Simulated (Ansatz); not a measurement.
Geometry optimisation, RHF/def2-SVP (Ansatz 0.2.0).

input.yaml

```yaml
crystal:
  periodic: [false, false, false]
  atoms:
    - { symbol: Ge, position_ang: [0.0, 0.0, 0.0] }
    - { symbol: H, position_ang: [0.0, 0.0, 1.55] }
    - { symbol: Cl, position_ang: [2.0935, 0.0, -0.7393] }
    - { symbol: Cl, position_ang: [-1.0456, 1.8115, -0.7393] }
    - { symbol: H, position_ang: [-0.73, -1.2648, -0.5162] }
basis:
  gaussian: { orbitals: def2-SVP }
hamiltonian:
  xc: hf
relax:
  f_tol: 0.02
  max_steps: 40
output:
  orbitals: {}
```

Launched with:

```bash
$ ansatz run input.yaml --threads 1 --pin off --max-ram 2048MiB --backend cpu --events-out ev --progress --plain --runs-dir out
```

Task: Where does it end, and by what steps?

Result: The forces met the threshold. After 4 steps the energy has fallen by 0.124 eV; Cl3 moved furthest, 0.08 Å.

```
step  energy less start (eV)  largest force component (eV/Å)  accepted
   0                  0.0000                           1.146       yes
   1                 -0.0993                           0.323       yes
   2                 -0.1231                           0.073       yes
   3                 -0.1241                           0.033       yes
   4                 -0.1241                           0.006       yes
```

```xyz
5
Properties=species:S:1:pos:R:3
Ge -0.009 -0.017 0.014
H 0.028 0.049 1.530
Cl 2.018 0.000 -0.713
Cl -1.008 1.747 -0.713
H -0.711 -1.233 -0.563
```

Whether the end is a true minimum wasn't checked by a vibrational analysis.

Run time: 7.8 s on 1 thread of Arm Neoverse V2 (shared host), peak memory 0.15 GiB.
